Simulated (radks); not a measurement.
The mean radii <r> (bohr) of the occupied orbitals of an atom or ion are listed with their occupations. Method: Dirac Kohn-Sham, AM05, spin-unpolarised, spherical densities, finite nucleus; Fermi nuclear charge, rms radius of each element as measured or else 0.836 A^(1/3) + 0.57 fm; computed with a radial shooting solver on a logarithmic mesh with Libxc functionals.

orbital  occ.      <r>
1s1/2       2  0.01607
2s1/2       2  0.06694
2p1/2       2  0.05488
2p3/2       4  0.06379
3s1/2       2   0.1739
3p1/2       2   0.1643
3p3/2       4   0.1805
3d3/2       4   0.1567
3d5/2       6   0.1616
4s1/2       2   0.3811
4p1/2       2   0.3814
4p3/2       4   0.4142
4d3/2       4   0.4152
4d5/2       6   0.4252
4f5/2       6   0.4222
4f7/2       7   0.4270
5s1/2       1   0.7585

Name the element and its charge. Open shells, if any, fill j = l - 1/2 first.

Answer. Z = 82, lead, charge +22: Pb22+ in [Kr] 4d10 4f13 5s1. The 1s radius gives Z: for a bare nucleus <r> = (2 gamma + 1)/(2Z) with gamma = sqrt(1 - (Z/c)^2), 0.01587 bohr for Z = 82, and screening makes it slightly larger (0.01607 here). The occupations add up to 60, and the charge is Z minus that.
